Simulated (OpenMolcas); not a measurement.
## Os6+: moving or changing the point charges

Os6+ among 6 point charges of -1.7 e arranged as an octahedron (Oh), 2.19 Å from the ion.
```
   2.1900    0.0000    0.0000  -1.70
   0.0000    2.1900    0.0000  -1.70
  -2.1900    0.0000    0.0000  -1.70
   0.0000   -2.1900    0.0000  -1.70
   0.0000    0.0000    2.1900  -1.70
   0.0000    0.0000   -2.1900  -1.70
```

```yaml
Program: OpenMolcas 26.06
Method: "SS-CASPT2, IPEA 0.25 Eh, imaginary shift 0.1 Eh (closed shells correlated: 5s 5p)"
Basis: ANO-RCC-VDZP [7s6p4d2f1g]
Scalar_Hamiltonian: DKH2, point nucleus
Active_space: 2 electrons in 5 orbitals (5d)
State_averaging: 2S+1 = 3 even, 10 roots; 2S+1 = 1 even, 15 roots
Spin-orbit_coupling: RASSI with atomic mean-field integrals over the reference wave functions
```

Runs around this geometry, states (labels of O, the rotations of Oh). Energies in cm-1 above the lowest state or level, χT in cm3 K/mol; under a threefold ground state the first gap can be a small split of the lowest multiplet, not the spin-orbit step.

```json
{"R (Å)": "2.19", "q (e)": "-1.36", "Ground state": "3T1", "First state of that spin": "3T2 2810", "First gap with spin-orbit (degeneracies)": "790 (2, 3)", "χT at 300 K": "0.168", "First state of another spin": "1T2 11430"}
{"R (Å)": "2.19", "q (e)": "-1.7", "Ground state": "3T1", "First state of that spin": "3T2 3570", "First gap with spin-orbit (degeneracies)": "920 (2, 3)", "χT at 300 K": "0.140", "First state of another spin": "1T2 11530"}
{"R (Å)": "2.38", "q (e)": "-1.7", "Ground state": "3T1", "First state of that spin": "3T2 2460", "First gap with spin-orbit (degeneracies)": "720 (2, 3)", "χT at 300 K": "0.189", "First state of another spin": "1T2 11340"}
```

Taking the first state of the same spin as R^-n, n = -ln(2460 / 3570) / ln(2.38 / 2.19) = 4.5 between the shortest and longest distance.

Scaling the charges by -1.36 / -1.7 = 0.80 scales the first state of the same spin by 2810 / 3570 = 0.79; with fixed orbitals a first-order splitting would follow the charge.

Roots that are degenerate in the reference are averaged as groups; the widest CASPT2 spread within a group is 250 cm-1 (the 3-fold group of multiplicity 1 near 20500 cm-1 above the lowest state of its run, R = 2.19, q = -1.36). Shifts and gaps below about the spread of the groups concerned are not significant. Free-ion shares, where given, are those of the reference states; single-state CASPT2 does not remix them. Spin-orbit coupling mixes the spin-free states strongly: the lowest level takes only 62 % from its leading state, 3T1 (figures for R = 2.19, q = -1.36; the like holds for R = 2.19, q = -1.7, R = 2.38, q = -1.7). This field is weak: 10Dq is about 4004 cm-1, while octahedral complexes of 5d ions of charge 3 and more, computed by the same method with explicit ligands, had a median near 35000 cm-1. Ground spin and moment need not be those of a real site (figures for R = 2.19, q = -1.36; the like holds for R = 2.19, q = -1.7, R = 2.38, q = -1.7). Point charges carry no covalency, so the field is a model and not that of real ligands. No measured value stands beside these numbers.
